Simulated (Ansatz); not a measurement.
Cost and result up the ladder for BMe2F (C2H6BF) (10 atoms). Total charge 0; singlet. Geometry: r2SCAN-D4/def2-SVP.

| atom | x (Å) | y (Å) | z (Å) |
| --- | --- | --- | --- |
| B1 | 0.092 | 0.446 | 0.313 |
| C2 | 0.041 | -0.942 | 1.038 |
| H3 | 1.068 | -1.355 | 1.026 |
| H4 | -0.591 | -1.680 | 0.522 |
| H5 | -0.257 | -0.868 | 2.095 |
| C6 | -0.097 | 0.668 | -1.227 |
| H7 | -1.172 | 0.867 | -1.398 |
| H8 | 0.155 | -0.216 | -1.833 |
| H9 | 0.446 | 1.548 | -1.605 |
| F10 | 0.316 | 1.533 | 1.069 |

Ansatz on 4 threads of Arm Neoverse V2 on a shared host. Times are rough, and most runs start from the orbitals of an earlier one. ωB97M-V/def2-TZVP serves as the yardstick here, not as an exact answer. Differences are given only for rows in sets of like size (and for xTB, whose basis is part of the method), since another set adds its own error. Binding counts from free atoms at the same level (B doublet, C triplet, H doublet, F doublet; other spins of the atoms weren't run), without zero-point energy or a counterpoise term.

B3LYP takes the VWN-RPA correlation. HSE06 is defined as in plane-wave codes, on full-range PBE exchange. Correlated methods freeze 4 core orbitals.

Correlated methods converge slowly with the basis.

```csv
level,functions,wall time
PBE-D4/def2-SVP,86,0.4 s
PBE0-D4/def2-SVP,86,0.45 s
LDA (SPW92)/def2-TZVP,160,0.5 s
MP2/def2-TZVP,160,0.65 s
PBE-D4/def2-TZVP,160,0.75 s
B3LYP-D4/def2-TZVP,160,0.9 s
HSE06-D4/def2-TZVP,160,1 s
PBE-D4/def2-TZVPD,205,1.1 s
PBE0-D4/def2-TZVP (with forces),160,1.1 s
PBE0-D4/def2-TZVPD,205,1.4 s
r2SCAN-D4/def2-TZVPD,205,1.9 s
ωB97M-V/def2-TZVP,160,2.9 s
B97M-V/def2-TZVP,160,3.1 s
CCSD(T)/def2-TZVPP,208,32 s
```

Problem. Estimate what each level gives for the binding energy per atom (eV).

Solution. 
```csv
level,binding energy per atom (eV),difference from ωB97M-V/def2-TZVP (eV)
PBE-D4/def2-SVP,4.27,–
PBE0-D4/def2-SVP,4.22,–
LDA (SPW92)/def2-TZVP,4.69,0.52
MP2/def2-TZVP,4.08,-0.09
PBE-D4/def2-TZVP,4.23,0.06
B3LYP-D4/def2-TZVP,4.17,-0.01
HSE06-D4/def2-TZVP,4.18,0.01
PBE-D4/def2-TZVPD,4.23,0.06
PBE0-D4/def2-TZVP (with forces),4.18,0.01
PBE0-D4/def2-TZVPD,4.18,0.00
r2SCAN-D4/def2-TZVPD,4.18,0.01
ωB97M-V/def2-TZVP,4.17,0.00
B97M-V/def2-TZVP,4.18,0.00
CCSD(T)/def2-TZVPP,4.07,-0.10
```
